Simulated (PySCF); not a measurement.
Atom-mapped SMILES (the numbers label the heavy atoms): `[CH:1]#[C:2][c:3]1[n:4][n:5][c:6]([CH3:7])[o:8]1`. Hydrogens are named by the atom that carries them.

Relativity neglected, equivalent nuclei averaged, gas phase, a single conformation. Shieldings: GIAO PBE0/pcSseg-1; GFN2-xTB structure; PySCF 2.14.

δ = σ(ref) − σ, references computed at the same level: ¹³C against TMS.

**Question.** Do the ¹³C shifts follow the atomic charges (in e)? Tabulate both.

**Answer.** 
```tsv
atoms	hybridisation	δ (ppm)	σ para (ppm)	Hirshfeld	IAO	Mulliken	ESP-fitted
C6	sp2	169.7	-241	+0.14	+0.30	+0.17	+0.60
C3	sp2	157.7	-227	+0.12	+0.26	+0.16	+0.99
C1	sp	95.4	-167	-0.06	-0.17	-0.27	-0.04
C2	sp	74.6	-127	-0.05	-0.04	+0.44	-0.56
C7	sp3	13.8	-73	-0.11	-0.45	-0.13	-0.59
```

Correlation coefficients of δ with charge over these carbons: Hirshfeld +0.95, IAO +0.96, Mulliken +0.30, ESP-fitted +0.91; with the paramagnetic shielding -1.00. With so few points, grouped by hybridisation, these coefficients are fragile. Charge is one influence among several: hybridisation and low-lying excitations act through the paramagnetic term.

Shifts are as computed. Against solution values, carbons near 30 ppm lie about +3 ppm off and those near 130 ppm about +5 ppm. Of 1211 compounds with measured shifts, 218 miss one by over three times the rms of a fit or turn the order of signals round; such compounds aren't used in these exercises.
